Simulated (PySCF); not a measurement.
Run record: geometry optimisation, `C[Si]1(C)S[Si](C)(C)S[Si](C)(C)S1`.

Method: PBE0-D3(BJ)/def2-SVP geometry optimisation, gas phase (PySCF 2.14.0). Start geometry: GFN2-xTB. The command runs a driver script over a list of jobs; the input below is this job's line of settings and its coordinates in Å.

Command:
```bash
OMP_NUM_THREADS=2 python probes_run.py task.json out
```

Input:
```
{"job": {"xc": "PBE0", "basis": "def2-SVP", "d3": "d3bj", "grid": 1, "shake": 0.01, "kind": "geom"}, "charge": 0, "multiplicity": 1}
C      3.627310    -0.559380     1.239930
Si     2.046060    -0.334160     0.179740
C      2.378550     0.109290    -1.641730
S      1.036070    -2.228650     0.247340
Si    -1.110790    -1.765240     0.046450
C     -1.926110    -3.234580    -0.789470
C     -1.799920    -1.377040     1.780860
S     -1.394020    -0.077200    -1.298820
Si    -0.753660     1.678050    -0.177750
C     -0.227010     2.924600    -1.508840
C     -2.158060     2.327440     0.913650
S      0.900530     1.237220     1.155900
H      4.098720    -1.437270     0.960100
H      4.266050     0.304180     1.094550
H      3.355670    -0.592750     2.291590
H      3.077750    -0.598690    -2.064200
H      2.853950     1.105830    -1.723530
H      1.474850     0.108590    -2.214850
H     -3.001980    -3.129660    -0.810770
H     -1.598500    -3.342590    -1.803490
H     -1.706510    -4.152230    -0.260950
H     -1.229860    -0.611870     2.262360
H     -2.839030    -1.044430     1.700360
H     -1.769530    -2.255380     2.404150
H      0.143270     3.830370    -1.049430
H      0.559380     2.559340    -2.153150
H     -1.069680     3.155920    -2.141550
H     -3.027920     2.542260     0.323860
H     -2.418280     1.619460     1.676230
H     -1.853170     3.266770     1.373550
```

Output:
```
step   0  E = -2300.96030462  max force = 0.043580
step   1  E = -2300.97287197  max force = 0.011163
step   2  E = -2300.97369366  max force = 0.003026
step   3  E = -2300.97382691  max force = 0.000957
step   4  E = -2300.97386716  max force = 0.001146
step   5  E = -2300.97391027  max force = 0.000810
step   6  E = -2300.97393666  max force = 0.000807
step   7  E = -2300.97396774  max force = 0.000794
step   8  E = -2300.97398995  max force = 0.000721
step   9  E = -2300.97400700  max force = 0.000416
step  10  E = -2300.97401633  max force = 0.000223
optimisation converged
```

Energies in Eh; «max force» is the largest Cartesian gradient component in Eh/bohr.

Task: How much energy does the optimisation release, in kJ/mol?

Result: E(step 0) − E(last step) = 0.013712 Eh, which is 36.0 kJ/mol.

In short: final energy -2300.97402 Eh after 10 steps; dipole 1.12 D.

Task: Where do the atoms end?

Result: 0.101 Å rms from the input after alignment:
```
atom  x, y, z in Å
C1     3.6246   -0.6749    0.8736
Si2    1.9920   -0.4254    0.0022
C3     2.2223    0.0086   -1.8005
S4     0.9313   -2.2980    0.1746
Si5   -1.1371   -1.6821    0.1508
C6    -2.0873   -3.1077   -0.5918
C7    -1.6990   -1.2991    1.8910
S8    -1.4663   -0.0216   -1.1974
Si9   -0.6862    1.6828   -0.1265
C10   -0.2193    2.9346   -1.4333
C11   -1.9577    2.3947    1.0439
S12    1.0116    1.1599    1.1001
H13    4.1768   -1.5080    0.4114
H14    4.2398    0.2357    0.8068
H15    3.4632   -0.9152    1.9348
H16    2.7990   -0.7917   -2.2905
H17    2.7699    0.9582   -1.9058
H18    1.2497    0.0880   -2.3070
H19   -3.1657   -2.8867   -0.6082
H20   -1.7509   -3.3021   -1.6207
H21   -1.9239   -4.0200    0.0033
H22   -1.0796   -0.5048    2.3318
H23   -2.7560   -0.9910    1.9030
H24   -1.5842   -2.2036    2.5089
H25    0.1692    3.8459   -0.9525
H26    0.5547    2.5403   -2.1068
H27   -1.1006    3.2042   -2.0366
H28   -2.8462    2.7139    0.4771
H29   -2.2712    1.6556    1.7943
H30   -1.5436    3.2701    1.5692
```

The run took 5.9 min wall, 13 min CPU on INTEL XEON PLATINUM 8581C at 2.30 GHz, 2 threads, shared host, and the process peaked at 2.4 GiB of memory.
Labels such as C1 count atoms from 1, the log's own numbers from 0.
